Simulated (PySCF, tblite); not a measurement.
Isomers of C7H5F3O, one GFN2-xTB conformer each. Single-point energies are computed at PBE0/pcSseg-1 (PySCF, gas phase, no added dispersion term), electronic only.

```csv
SMILES,GFN2-xTB relative energy (kJ/mol)
C=C=C=C(C)C(=O)C(F)(F)F,75.8
C=C1C=C(OC(F)(F)F)C1=C,0.0
```

Conformers: `[CH2:1]=[C:2]=[C:3]=[C:4]([CH3:5])[C:6](=[O:7])[C:8]([F:9])([F:10])[F:11]` with C3–C4–C6–O7 180°; `[CH2:1]=[C:2]1[CH:3]=[C:4]([O:5][C:6]([F:7])([F:8])[F:9])[C:10]1=[CH2:11]` with C3–C4–O5–C6 0°.

Problem. What does PBE0/pcSseg-1 give for the same structures?

Solution. 
```
                 SMILES  PBE0/pcSseg-1 E (Eh)  PBE0/pcSseg-1 (kJ/mol)  GFN2-xTB (kJ/mol)  point group
 C=C1C=C(OC(F)(F)F)C1=C            -643.67875                     0.0                0.0           Cs
C=C=C=C(C)C(=O)C(F)(F)F            -643.67370                    13.3               75.8           Cs
```

Both levels put the same isomer lowest. As drawn, the lower has a four-membered ring, which the higher lacks; the higher has a C=O bond and cumulated double bonds, which the lower lacks.

Problem. Which frontier levels, dipoles and rotational constants go with these structures?

Solution. 
```csv
SMILES,"HOMO (eV, PBE0/pcSseg-1)",LUMO (eV),dipole (D),"A, B, C (MHz)"
C=C1C=C(OC(F)(F)F)C1=C,-6.99,-1.23,1.61,"2486, 657.4, 570.9"
C=C=C=C(C)C(=O)C(F)(F)F,-7.67,-3.15,4.20,"1429, 966.0, 643.5"
```

Problem. What happens when harmonic zero-point energies from GFN2-xTB frequencies are added?

Solution. 
```tsv
SMILES	ZPE (kJ/mol)	electronic (kJ/mol)	with ZPE (kJ/mol)
C=C1C=C(OC(F)(F)F)C1=C	267.2	0.0	0.0
C=C=C=C(C)C(=O)C(F)(F)F	260.5	13.3	6.6
```

The zero-point energies span 6.7 kJ/mol. The order is unchanged.
